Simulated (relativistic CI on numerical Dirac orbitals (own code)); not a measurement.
# Yb⁴⁺: N4,5 absorption edge

Computed with this model: Dirac-Coulomb-Breit CI, KLI orbitals optimised for each configuration, a model potential for QED, valence Slater integrals scaled by 0.8, multiplet model of core-to-valence dipole absorption; configurations [Xe] 4f12 → [Kr] 4d9 4f13 5s2 5p6; 10 K; Lorentzian 0.3 eV and Gaussian 0.2 eV FWHM. Energies are those of the free ion, without screening or charge transfer. The branching ratio is the share of the lower-energy edge in the whole absorption, uncertain by about 0.02 where the edges overlap. S is read from ⟨S²⟩ = S(S + 1).

Field parameters in Wybourne normalisation. The field is a parameter set, without covalency.

free ion: ground-state S = 0.99, centroid 188.81 eV. Peaks (eV, height): 182.1 (28), 185.9 (15), 191.0 (100).

D3d, B20 = -800, B40 = 530, B43 = -2670, B60 = -520, B63 = 190, B66 = -750 cm⁻¹: ground-state S = 0.99, centroid 188.84 eV. Peaks (eV, height): 182.2 (28), 186.0 (15), 191.0 (100).

C2v, B20 = -460, B22 = -210, B40 = 1310, B42 = -60, B44 = 470, B60 = -550, B62 = -100, B64 = 760, B66 = -510 cm⁻¹: ground-state S = 0.99, centroid 188.83 eV. Peaks (eV, height): 182.1 (27), 185.9 (14), 191.0 (100).

Strongest unbroadened transitions for C2v, B20 = -460, B22 = -210, B40 = 1310, B42 = -60, B44 = 470, B60 = -550, B62 = -100, B64 = 760, B66 = -510 cm⁻¹:

```csv
Energy (eV),Relative strength
182.10,3.8
182.12,4.6
182.14,25.6
182.15,0.4
185.93,1.2
185.94,9.8
185.95,4.3
185.96,1.2
185.97,0.1
185.98,1.5
191.00,23.4
191.01,100.0
191.03,0.5
191.26,0.1
203.60,0.1
203.63,0.1
203.65,0.5
203.66,0.1
```
